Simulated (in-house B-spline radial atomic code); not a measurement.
Mn⁺. Computed with a B-spline radial atomic code. Model: non-relativistic spherical atom: semilocal Troullier-Martins pseudo-atom, one channel per l, against all electrons, high spin, G0W0 and RPA with empty states to l = 8, local potential for every l without a channel, a model core (radius 0 = none) keeps its share of the functional.

What the tables leave out is listed at the end.

The pseudopotential gives back the lowest level of each angular momentum of its own functional in the configuration it was made in; a second state of the same l is only approximately right. Exact exchange, RPA and GW see the smooth pseudo-orbitals and miss the exchange with the core, for which the functional's share stands in. The column with an uncorrelated core keeps all orbitals and exact exchange, and so separates missing core correlation from pseudisation. Only the three outermost levels and the lowest empty one were computed. RPA here is direct RPA, with no exchange kernel, and its energies carry an (l + 1/2)⁻⁴ tail. A hybrid on a potential with a model core restores only its own semilocal share of the core's exchange.

Command:
```bash
python run_psgw.py task.json out
```
Settings (lengths in bohr, energies in hartree):
```
Z                      25
electrons              24
configuration          [Ar] 3d5 4s1
generated_in           [Ar] 3d5 4s2
functional             lda,vwn
core_shells            4
radius_factor          1
core_correction        True
ion_configuration      [Ar] 3d5
```

Time taken, with all properties: 60 s on 1 thread of Arm Neoverse N1 (shared host).

Given: made with LDA VWN5; model core radius 0.443 bohr; local radius 1.021 bohr; mean-field start LDA VWN5.

Valence shells of the generating configuration: 3p, 3d, 4s.

Channel: s 2.522, p 0.756, d 2.269 (radii in bohr).

Computed: largest level miss in the spin-unpolarised generating configuration 0 eV; valence RPA correlation energy pseudo -0.80943 hartree; all-electron RPA polarisability, core included 20.226 bohr³; pseudo-atom RPA polarisability 19.994 bohr³; ionisation by mean-field pseudo minus all 0.044 eV; ionisation by RPA all-electron 16.106 eV; ionisation by RPA pseudo minus all 1.204 eV.

```csv
level,occupied,mean-field all-electron (eV),mean-field pseudo minus all (eV),G0W0 all-electron (eV),G0W0 uncorrelated core minus all (eV),G0W0 pseudo minus all (eV),exchange self-energy all-electron (eV),exchange self-energy pseudo (eV)
4s up,1,-12.695,-0.017,-16.309,-0.04,-0.973,-12.265,-12.716
3d down (empty),0,-12.112,0.171,-6.7189,0.233,0.483,-12.179,-7.4031
```

**Question.** What is the ionisation by mean-field all-electron?

**Answer.** 16.324 eV.

**Question.** What is the valence RPA correlation energy all-electron orbitals?

**Answer.** -0.71136 hartree.

Given: mean-field start PBE0.

Computed: valence RPA correlation energy all-electron orbitals -0.66847 hartree; valence RPA correlation energy pseudo -0.77052 hartree; pseudo-atom RPA polarisability 16.762 bohr³; ionisation by mean-field all-electron 15.785 eV; ionisation by mean-field pseudo minus all 0.412 eV; ionisation by RPA all-electron 15.974 eV.

```tsv
level	occupied	mean-field all-electron (eV)	mean-field pseudo minus all (eV)	G0W0 all-electron (eV)	G0W0 uncorrelated core minus all (eV)	G0W0 pseudo minus all (eV)	exchange self-energy all-electron (eV)	exchange self-energy pseudo (eV)
4s up	1	-13.131	-0.315	-16.121	-0.035	-1.084	-11.911	-13.026
3d up	1	-18.885	-0.02	-23.356	0.1	0.524	-39.917	-33.146
3p down	?	?	?	?	?	?	?	?
3d down (empty)	0	-8.7679	0.065	-5.5424	0.243	0.714	-11.344	-7.1539
```

**Question.** What belongs in the row 3p down?

**Answer.** occupied: 1; mean-field all-electron (eV): -61.533; mean-field pseudo minus all (eV): 1.588; G0W0 all-electron (eV): -66.029; G0W0 uncorrelated core minus all (eV): -0.503; G0W0 pseudo minus all (eV): 2.104; exchange self-energy all-electron (eV): -43.889; exchange self-energy pseudo (eV): -32.377.

**Question.** What is the all-electron RPA polarisability, core included?

**Answer.** 18.239 bohr³.

**Question.** What is the ionisation by RPA pseudo minus all?

**Answer.** 1.285 eV.

Among the listed levels the largest G0W0 shift of the pseudo-atom is +2.10 eV, for 3p down on the PBE0 start, while leaving the core uncorrelated moves that level by -0.50 eV. So pseudisation and the lost core exchange, not the missing core correlation, make the error. Not in the tables (levels of low weight, unsolved or above zero; the highest and the empty levels are kept at any weight): on LDA the G0W0 levels 3d up (pseudo minus all +0.18 eV, weights 0.76 and 0.67), 3p down (pseudo minus all +0.55 eV, weights 0.73 and 0.68); no Hartree-Fock pseudo-atom is run with a model core.
